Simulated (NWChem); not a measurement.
Volume series of Si (diamond structure): lattice constant and bulk modulus

Everything below was run with NWChem. Level: revPBE, default library pseudopotentials (valence charges Si 4), cutoff 15 Ha, shifted 4×4×4 mesh, two-atom cell, no spin-orbit coupling. The cell is scaled uniformly; the run nearest the minimum isn't listed, and energies count from the lowest row shown.

```json
[
 {"volume (Å³/cell)": "38.57", "E (meV/atom)": "?"},
 {"volume (Å³/cell)": "39.39", "E (meV/atom)": "7.4"},
 {"volume (Å³/cell)": "40.21", "E (meV/atom)": "0.2"},
 {"volume (Å³/cell)": "41.85", "E (meV/atom)": "0.0"},
 {"volume (Å³/cell)": "42.67", "E (meV/atom)": "6.1"},
 {"volume (Å³/cell)": "43.49", "E (meV/atom)": "15.7"}
]
```

Q: Fit the energy as a cubic in V^(−2/3), give the equilibrium lattice constant and bulk modulus, and predict the withheld row.

A: The minimum lies at V₀ = 41.03 Å³, so a₀ = (4V₀)^(1/3) = 5.475 Å, and B₀ = V·d²E/dV² ≈ 86 GPa. The fit predicts 20.1 meV/atom at 38.57 Å³; the run gave 19.9.
